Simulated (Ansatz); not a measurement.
Results of the Gaussian-basis code of Ansatz.

A structure relaxed at PBE0-D4/def2-TZVP, charge 0, multiplicity 1:

Cartesian coordinates in Å:
```
N 1.784 0.546 0.514
Sn 0.035 -0.094 -0.228
N -0.717 -1.506 0.982
N -1.246 1.447 -0.318
Cl 0.362 -0.984 -2.383
H 1.858 1.556 0.495
H 2.591 0.160 0.042
H -0.021 -1.866 1.623
H -1.127 -2.288 0.488
H -2.163 1.199 0.033
H -1.356 1.829 -1.248
```

(1) Give its formula and SMILES.

(2) Point group (tolerance 0.08 Å, 0.16 Å for H)?

(3) Summarise the bond lengths by kind.

Results:

(1) ClH6N3Sn, `[NH2][Sn]([NH2])([NH2])[Cl]`.

(2) C3.

(3) 3 × N–Sn 2.006 Å; 6 × H–N 1.012 to 1.013 Å; 1 × Cl–Sn 2.354 Å.
